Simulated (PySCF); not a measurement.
C$_{2}$Cl$_{4}$ (SMILES ClC(Cl)=C(Cl)Cl), singlet, at a GFN2-xTB geometry. Base run: PySCF with DF-CAMB3LYP/def2-SV(P).

PySCF was given this input:
```python
from pyscf import gto, scf, dft

mol = gto.Mole()
mol.atom = '''
    C     0.003052    0.002625    0.669260
    C    -0.003052   -0.002625   -0.669260
    Cl    0.002984    1.458141    1.570610
    Cl    0.011395   -1.445778    1.581959
    Cl   -0.002984   -1.458141   -1.570610
    Cl   -0.011395    1.445778   -1.581959
'''
mol.basis = 'def2-sv(p)'
mol.charge = 0
mol.spin = 0
mol.verbose = 3
mol.build()

mf = dft.RKS(mol)
mf.xc = 'camb3lyp'
mf = mf.density_fit(auxbasis='def2-universal-jkfit')
mf.kernel()
mf.analyze()
```

Each row names what was changed in the base input (with any setting that the change needs).

| change | E (Eh) | HOMO (eV) | HOMO-LUMO gap (eV) | core-seconds (rough) |
|---|---|---|---|---|
| base | -1916.33497 | -8.35 | 8.80 | 6 |
| functional = x3lyp | -1916.14951 | -6.86 | 6.12 | 6 |
| functional = pw6b95 | -1917.85547 | -7.23 | 6.55 | 7 |
| functional = pbe0; dispersion = d4 | -1915.65088 | -7.19 | 6.38 | 5 |
| functional = pbe | -1915.49492 | -5.89 | 4.32 | 7 |
| functional = mn12l | -1915.88557 | -6.53 | 5.11 | 10 |
| functional = b97-1 | -1916.12589 | -6.85 | 6.04 | 5 |
| functional = blyp; dispersion = d3bjm | -1916.31300 | -5.62 | 4.32 | 7 |
| functional = pbe; dispersion = d4 | -1915.50515 | -5.89 | 4.32 | 7 |
| functional = tpssh | -1916.39779 | -6.58 | 5.30 | 8 |
| functional = o3lyp | -1916.28984 | -6.45 | 5.32 | 5 |
| functional = wb97x_v | -1916.03939 | -9.43 | 10.80 | 200 |
| functional = r2scan | -1916.17736 | -6.28 | 4.67 | 10 |

Totals shift with the method and basis; they matter in differences.
